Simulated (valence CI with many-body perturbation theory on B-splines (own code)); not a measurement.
Energy levels of Pb⁶¹⁺

Computed by configuration interaction combined with many-body perturbation theory (CI+MBPT): three valence electrons over a frozen Dirac-Fock core [Ar], a basis of 7 s, 7 p, 8 d, 6 f, 4 g, 1 h functions for each j, with the one-electron correlation potential Σ1 (screened to all orders), the two-electron term Σ2, the three-electron term Σ3, Breit, model QED; selected single and double excitations, second order for the rest, scaled by the run's own slope (own B-spline code, finite nucleus).

No measured spectrum was set against this ion. As an estimate, large intervals hold to a few tenths of a per cent, small ones and those within an open d or f shell to about a per cent. The list stops below the first excitations out of the core. Only levels of the ground parity were solved; by the run's estimate the other parity begins above the list, which can be wrong where configurations are misplaced.

Levels 1 to 15 of 15, with energies above the lowest level, (3d3/2^3) J=3/2. "Leading %" is the weight of the configuration and term that name the level; weights of strongly mixed levels are sums over their largest components and can fall short, so below about 35 % the name and the second component can differ from the true leading terms, or belong to a minority configuration. In the jj column 3d3/2^4 stands for four electrons in 3d with j = 3/2. Lifetimes count E1, E2, E3, M1 and M2 decay at the calculated energies, and are blank where another channel may lead or the interval is too uncertain; long ones can be off by a factor of two.

| No. | Configuration | Term | J | E (eV) | Leading % | Lifetime | g | Second component | Leading jj |
| --- | --- | --- | --- | --- | --- | --- | --- | --- | --- |
| 1 | 3d3 | 2D | 3/2 | 0.00 | 42 |  | 0.738 | 41 % 3d3 4F | 3d3/2^3 (99 %) |
| 2 | 3d3 | 4F | 5/2 | 110.58 | 80 | 63.8 ns | 1.052 | 18 % 3d3 2D | 3d3/2^2 3d5/2 (100 %) |
| 3 | 3d3 | 4P | 3/2 | 117.52 | 38 | 80.7 ns | 1.151 | 34 % 3d3 4F | 3d3/2^2 3d5/2 (100 %) |
| 4 | 3d3 | 2H | 9/2 | 121.31 | 48 |  | 1.021 | 41 % 3d3 2G | 3d3/2^2 3d5/2 (100 %) |
| 5 | 3d3 | 2G | 7/2 | 122.10 | 50 | 87.8 μs | 1.026 | 28 % 3d3 4F | 3d3/2^2 3d5/2 (99 %) |
| 6 | 3d3 | 4P | 1/2 | 123.71 | 56 | 218 ns | 1.777 | 44 % 3d3 2P | 3d3/2^2 3d5/2 (100 %) |
| 7 | 3d3 | 2D | 5/2 | 151.54 | 49 | 872 ns | 1.207 | 26 % 3d3 4P | 3d3/2^2 3d5/2 (98 %) |
| 8 | 3d3 | 4F | 7/2 | 230.70 | 70 | 37.3 ns | 1.124 | 28 % 3d3 2G | 3d3/2 3d5/2^2 (99 %) |
| 9 | 3d3 | 4F | 9/2 | 236.06 | 49 | 62.9 ns | 1.123 | 40 % 3d3 2H | 3d3/2 3d5/2^2 (99 %) |
| 10 | 3d3 | 4P | 3/2 | 242.36 | 40 | 33.2 ns | 1.091 | 37 % 3d3 2D | 3d3/2 3d5/2^2 (100 %) |
| 11 | 3d3 | 2P | 1/2 | 245.73 | 56 | 49.9 ns | 1.532 | 44 % 3d3 4P | 3d3/2 3d5/2^2 (100 %) |
| 12 | 3d3 | 2H | 11/2 | 246.48 | 100 | 165 ns | 1.076 |  | 3d3/2 3d5/2^2 (100 %) |
| 13 | 3d3 | 4P | 5/2 | 246.81 | 43 | 59.8 ns | 1.310 | 37 % 3d3 2D | 3d3/2 3d5/2^2 (98 %) |
| 14 | 3d3 | 2F | 7/2 | 257.46 | 76 | 128 ns | 1.075 | 22 % 3d3 2G | 3d3/2 3d5/2^2 (99 %) |
| 15 | 3d3 | 2F | 5/2 | 257.96 | 46 | 97.5 ns | 1.078 | 38 % 3d3 2D | 3d3/2 3d5/2^2 (99 %) |

The ionisation energy to 3d2 3F_2 of the next ion comes out as 6597.9 eV (NIST: 6597 ± 12 eV (theoretical)). All 15 levels together are meant to be complete up to 266.46 eV.
